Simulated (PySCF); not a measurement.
## GaH₃ at several levels of theory

All levels use the PBE0 minimum (singlet; Ga–H 1.568 Å (×3); H–Ga–H 120.0° (×3)), basis [Ga def2-TZVP, H def2-TZVP], no relativity, density fitting, no spin–orbit coupling, PySCF. For vertical energies the ionised species is a doublet (spins chosen at PBE0 and kept) and the electron-attached one a doublet. Atomisation goes to high-spin ground-configuration atoms, without zero-point energy. Open shells are unrestricted, also as the reference of the correlated levels. A dash marks a value that was not computed or is not defined at that level.

```xyz
4
charge 0 multiplicity 1, angstrom
Ga    0.0000    0.0000    0.0000
H     1.5685    0.0000    0.0000
H    -0.7842    1.3583    0.0000
H    -0.7842   -1.3583    0.0000
```

```csv
level,atomisation (kJ/mol),vertical IP (eV),vertical EA (eV),−ε(HOMO) (eV),gap (eV)
CCSD(T),805,11.29,-0.08,–,–
HF,631,10.62,-0.58,11.67,12.59
MP2,778,11.28,-0.16,–,–
PBE0,801,11.14,0.05,8.59,6.77
PBE,793,10.96,0.07,7.35,4.70
B3LYP,814,11.21,0.02,8.41,6.29
r2SCAN,827,11.07,0.19,7.67,5.37
wB97X,832,11.42,-0.17,11.04,11.13
```

For GaH₃ itself CCSD(T) correlates 16 electrons; T1 = 0.013, D1 = 0.030, (T) = -21 kJ/mol.

Question: Which levels differ least and most from CCSD(T) in the atomisation?

Answer: Least: PBE0 (-4 kJ/mol); most: HF (-174 kJ/mol). CCSD(T) atomisation energies in a triple-zeta basis lie tens of kJ/mol low, so this is no ranking by accuracy.

Without diffuse functions attachment energies tend to come out too low.
